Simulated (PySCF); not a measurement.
**Steps of a relaxation of [Lu(N2)]3+**

[Lu(N2)]3+ (singlet). PySCF 2.14.0, RKS r2SCAN, Lu def2-SVP with ECP28, N def2-SVP; non-relativistic Hamiltonian with scalar-relativistic core potentials where named; density fitting; no spin-orbit coupling. Origin of the start: template. Columns: position (Å) and force (eV/Å). Energies are counted from the last step; some of the 5 steps are shown. Forces carry noise of the integration grid, about 0.01 to 0.03 eV/Å.

Run from Python with OMP_NUM_THREADS=2. Where DIIS fails, smearing, a level shift and second-order steps follow.
It took 21 s on 2 threads of Arm Neoverse V2, with other jobs on the host, from the converged density of the start.

```xyz
3
step 0  E = 0.064 eV
Lu    0.0000    0.0000   -0.4039     0.00    0.00    0.91
N     0.0000    0.0000    1.9677     0.00    0.00   -1.41
N     0.0000    0.0000    3.0777     0.00    0.00    0.50
```

```xyz
3
step 1  E = 0.032 eV
Lu    0.0000    0.0000   -0.3782     0.00    0.00    0.67
N     0.0000    0.0000    1.9499     0.00    0.00    0.19
N     0.0000    0.0000    3.0700     0.00    0.00   -0.87
```

```xyz
3
step 3  E = 0.000 eV
Lu    0.0000    0.0000   -0.3268     0.00    0.00    0.07
N     0.0000    0.0000    1.9266     0.00    0.00   -0.07
N     0.0000    0.0000    3.0417     0.00    0.00    0.00
```

**Question.** Where does the relaxation end?

**Answer.** It converges at step 4 in C∞v:
```xyz
3
step 4  E = 0
Lu    0.0000    0.0000   -0.3223
N     0.0000    0.0000    1.9244
N     0.0000    0.0000    3.0396
```

**Question.** How did the contacts change?

**Answer.** 
```json
{"contact": "Lu1–N2 (N2)", "start (Å)": "2.372", "end (Å)": "2.247"}
```


No frequency check is given that shows the relaxed geometry to be a minimum.
